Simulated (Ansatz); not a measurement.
`BCN=C=C` + `[OH][SnH3]` → `[BH2][SnH2][OH]` + `C=C=NC` at 400 K and 1 bar (formal exchange of groups at a B–C bond).

Isolated molecules relaxed with PBE0-D4/def2-TZVP in Ansatz; ΔE leaves out vibrations. CCSD(T)/CBS adds triple-zeta CCSD(T) − MP2 to the extrapolated MP2 energy (def2 sets, frozen cores). def2 core potentials past Kr. For Sn outer-core shells are correlated without core-valence functions, which leaves a few kJ/mol of doubt a bond. Each species was taken in one conformer, which may not be the lowest.

| species | CCSD(T)/CBS energy (Eh) | H − E (kJ/mol) | S (J/(mol·K)) |
| --- | --- | --- | --- |
| `BCN=C=C` | -197.17509 | 247.0 | 357.7 |
| `[OH][SnH3]` | -291.59405 | 108.6 | 309.2 |
| `[BH2][SnH2][OH]` | -316.96213 | 150.6 | 363.6 |
| `C=C=NC` | -171.80321 | 214.6 | 312.9 |

H − E and S are ideal-gas, rigid-rotor, harmonic terms from PBE0-D4/def2-TZVP, for one conformer and one mirror image of each species. 1 Eh = 2625.50 kJ/mol, R = 8.31446 J/(mol·K).

Q: By hand: ΔE, ΔH, ΔS and ΔG.

A: ΔE = (-316.96213) + (-171.80321) − (-197.17509) − (-291.59405) = 0.00380 Eh = 10.0 kJ/mol. Δ(H − E) = 150.6 + 214.6 − 247.0 − 108.6 = 9.6, so ΔH = 19.6 kJ/mol. ΔS = 363.6 + 312.9 − 357.7 − 309.2 = 9.6 J/(mol·K). ΔG = 19.6 − 400 × (9.6)/1000 = 15.8 kJ/mol.

Q: By hand: the equilibrium constant, and the temperature at which ΔG would vanish if ΔH and ΔS stayed fixed.

A: log₁₀ K = −ΔG/(RT ln 10) = -2.1. ΔG = 0 at ΔH/ΔS = 2042 K, though so small a ΔS makes that figure unsure.

The number of gas molecules stays the same, so ΔS is small and ΔH decides. A doubt of 5 kJ/mol in ΔE shifts log₁₀ K by 0.7 here. Other conformers and mirror images would add mixing entropy, several J/(mol·K) or more a flexible species. Modes under 60 cm⁻¹, often nearly free rotors, make the harmonic entropy too high. These are equilibria of isolated gas molecules and say nothing of rates. Largest T1 diagnostic: 0.014 (customary marks: 0.02 for closed shells, 0.045 for open ones).
